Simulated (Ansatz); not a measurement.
Ideal-gas functions of CH₅FSeSi, SMILES `FC[SiH2][SeH]` at 500 K and 1 bar, from an Ansatz frequency run at PBE0-D4/def2-TZVP.

Molar mass 143.1 g/mol, point group C1 (symmetry number 1), electronic degeneracy 1, moments of inertia 73.296, 334.17, 382.581 u Å². Harmonic wavenumbers (cm⁻¹, unscaled): 70, 127, 154, 276, 392, 475, 593, 646, 752, 794, 875, 916, 1077, 1246, 1313, 1457, 2219, 2250, 2440, 3030, 3086.

Use S(trans) = R[1.5 ln M + 2.5 ln T − 1.1517]; rotational temperatures θ = 24.2544 K / I; S(rot) = R[ln(√π/σ · √(T³/θAθBθC)) + 1.5]; for each mode x = 1.438777 ν̃/T, S = R[x/(eˣ − 1) − ln(1 − e⁻ˣ)] and H = RT x/(eˣ − 1); 1 cm⁻¹ = 0.0119627 kJ/mol; R = 8.31446 J/(mol·K).

**Question.** By hand: the entropy, in J/(mol·K).

**Answer.** Translation 181.5. Rotation: θ = 0.3309, 0.0726, 0.0634 K, giving 121.7. Vibration, mode by mode: 21.65, 16.73, 15.15, 10.45, 7.74, 6.33, 4.81, 4.26, 3.35, 3.05, 2.54, 2.31, 1.60, 1.08, 0.93, 0.66, 0.10, 0.10, 0.06, 0.01, 0.01, in all 102.9. Electronic 0.0. Sum 406.1 J/(mol·K).

**Question.** By hand: H − E and G − E in kJ/mol, counted from the electronic energy.

**Answer.** Zero-point energy ½ × 24188 × 0.0119627 = 144.7; thermal vibration 26.2; translation, rotation and pV give 4 RT = 16.6. H − E = 187.5 kJ/mol, and G − E = 187.5 − 500 × 406.1/1000 = -15.6 kJ/mol.

Vibration gives 25 % of the entropy, 38.4 J/(mol·K) of it from the modes under 150 cm⁻¹: soft modes count most, and the harmonic formula is weakest for them. The sum counts one conformer and one mirror image; others add a mixing term.
